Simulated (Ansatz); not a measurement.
Geometry optimisation, RKS B3LYP/6-31G in Ansatz.

Input file:

```yaml
crystal:
  periodic: [false, false, false]
  atoms:
    - { symbol: Si, position_ang: [-1.885194, 1.287698, 0.067163] }
    - { symbol: O, position_ang: [0.788578, -0.090936, 0.56873] }
    - { symbol: C, position_ang: [1.362714, -1.244145, -0.122769] }
    - { symbol: S, position_ang: [-0.591265, 2.647178, -0.714906] }
    - { symbol: H, position_ang: [1.068679, 0.752063, 0.159847] }
    - { symbol: F, position_ang: [-2.605699, 1.286404, 1.581322] }
    - { symbol: F, position_ang: [-2.63279, 0.001657, -0.70036] }
    - { symbol: H, position_ang: [1.060774, -1.278738, -1.177972] }
    - { symbol: H, position_ang: [0.976922, -2.122666, 0.392221] }
    - { symbol: H, position_ang: [2.457281, -1.238515, -0.053276] }
basis:
  gaussian: { orbitals: "6-31G" }
hamiltonian:
  xc: b3lyp
relax:
  f_tol: 0.03
  max_steps: 50
output:
  orbitals: {}
```

Run as:

```bash
$ ansatz run input.yaml --threads 1 --pin off --max-ram 2048MiB --backend cpu --events-out ev --progress --plain --runs-dir out
```

Question: Where does it end, and by what steps?

Answer: The run converged. Limits of this set-up: no polarisation functions. After 15 steps the energy has fallen by 1.236 eV; F6 moved furthest, 1.51 Å. Joined: Si1–O2 (3.05 → 1.90 Å).

```json
{"step": "0", "energy less start (eV)": "0.0000", "largest force component (eV/Å)": "0.545", "accepted": "yes"}
{"step": "1", "energy less start (eV)": "-0.1411", "largest force component (eV/Å)": "0.437", "accepted": "yes"}
{"step": "2", "energy less start (eV)": "-0.4026", "largest force component (eV/Å)": "1.260", "accepted": "yes"}
{"step": "3", "energy less start (eV)": "-0.6713", "largest force component (eV/Å)": "1.289", "accepted": "yes"}
{"step": "4", "energy less start (eV)": "-0.8862", "largest force component (eV/Å)": "0.879", "accepted": "yes"}
{"step": "5", "energy less start (eV)": "-1.0419", "largest force component (eV/Å)": "0.651", "accepted": "yes"}
{"step": "6", "energy less start (eV)": "-1.1420", "largest force component (eV/Å)": "0.379", "accepted": "yes"}
{"step": "7", "energy less start (eV)": "-1.1793", "largest force component (eV/Å)": "0.430", "accepted": "yes"}
{"step": "8", "energy less start (eV)": "-1.1913", "largest force component (eV/Å)": "0.400", "accepted": "yes"}
{"step": "9", "energy less start (eV)": "-1.2112", "largest force component (eV/Å)": "0.213", "accepted": "yes"}
{"step": "10", "energy less start (eV)": "-1.2216", "largest force component (eV/Å)": "0.232", "accepted": "yes"}
{"step": "11", "energy less start (eV)": "-1.2277", "largest force component (eV/Å)": "0.185", "accepted": "yes"}
{"step": "12", "energy less start (eV)": "-1.2311", "largest force component (eV/Å)": "0.185", "accepted": "yes"}
{"step": "13", "energy less start (eV)": "-1.2341", "largest force component (eV/Å)": "0.121", "accepted": "yes"}
{"step": "14", "energy less start (eV)": "-1.2355", "largest force component (eV/Å)": "0.042", "accepted": "yes"}
{"step": "15", "energy less start (eV)": "-1.2358", "largest force component (eV/Å)": "0.027", "accepted": "yes"}
```

```xyz
10
Properties=species:S:1:pos:R:3
Si -1.214 1.016 -0.020
O 0.553 0.316 -0.076
C 0.913 -1.121 0.081
S -1.053 3.044 -0.253
H 1.256 0.934 -0.353
F -1.589 0.179 1.402
F -1.809 -0.076 -1.166
H 0.772 -1.619 -0.878
H 0.227 -1.501 0.835
H 1.944 -1.172 0.428
```

Whether the end is a true minimum wasn't checked by a vibrational analysis.

The run took 3 min on 1 thread of Intel(R) Xeon(R) Processor @ 2.50GHz (Skylake/Cascade Lake), on a shared host, peak memory 0.2 GiB.
